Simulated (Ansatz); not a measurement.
# Ligand exchange: CHCl2I + C6H4Si → CH2ClI + C6H3ClSi

Gas-phase species: CHCl2I (dichloroiodomethane) `ClC(Cl)I`, singlet; C6H4Si `C#C[SiH](C#C)C#C`, singlet; CH2ClI (chloroiodomethane) `ClCI`, singlet; C6H3ClSi `C#C[Si](Cl)(C#C)C#C`, singlet. The partners trade Cl for H: C–Cl and Si–H bonds give way to C–H and Si–Cl.

Shapes, held fixed at every level: PBE0-D4/def2-TZVP. Programs: Ansatz 0.2.0. The zero-point and thermal change to 298 K, harmonic and unscaled (PBE0-D4/def2-TZVP), is +8.1 kJ/mol.

**Question.** Estimate ΔH(298 K) of this reaction.

**Answer.** The highest level, CCSD(T)/def2-TZVPP, gives ΔH(298 K) = -174.1 kJ/mol; the levels span -187.8 to -159.5. The column of differences is taken from that level and isn't an error. No measured value is set beside it here. For atoms past krypton def2 sets carry core potentials with scalar relativity. Outer-core shells of I are correlated, in sets that cover them unevenly.

| level | kind | ΔH(298 K) (kJ/mol) | less CCSD(T)/def2-TZVPP |
| --- | --- | --- | --- |
| HF/def2-TZVPP | Hartree–Fock | -187.8 | -13.7 |
| SPW92/def2-TZVPP | LDA | -159.5 | +14.6 |
| r2SCAN-D4/def2-TZVPP | meta-GGA | -174.8 | -0.7 |
| wB97X-V/def2-TZVPP | range-separated hybrid | -171.8 | +2.3 |
| MP2/def2-SVP | perturbation theory | -175.1 | -1.0 |
| CCSD/def2-SVP | coupled cluster or CI | -173.0 | +1.1 |
| CCSD/def2-TZVPP | coupled cluster or CI | -176.8 | -2.7 |
| CCSD(T)/def2-TZVPP | coupled cluster or CI | -174.1 | 0.0 |
